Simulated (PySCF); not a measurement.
## Mn²⁺: ionisation energy

Mn²⁺ [Ar] 3d5 (6S) → Mn³⁺ [Ar] 3d4 (5D), as a difference of total energies. All numbers are calculated (PySCF 2.14, the spin-free X2C one-electron Hamiltonian (Gaussian nucleus), in x2c-TZVPPall). Correlated levels: valence: [Ar] frozen. The calculations carry no spin-orbit coupling.

```tsv
method	ionisation energy (eV)
UHF	32.356
MP2 (valence)	33.184
SCS-MP2 (valence)	32.632
CCSD (valence)	33.210
CCSD(T) (valence)	33.225
```

Task: How much does correlation contribute at CCSD(T) (valence)?

Result: 33.225 − (32.356) = 0.869 eV, measured against UHF.

A first-order spin-orbit estimate (lowest level to lowest level, LS coupling) adds -0.070 eV.

Errors of the correlated levels include the incompleteness of this basis and the frozen core.

For comparison: 33.668 ± 0.012 eV (measured; NIST Atomic Spectra Database, ionization energies).
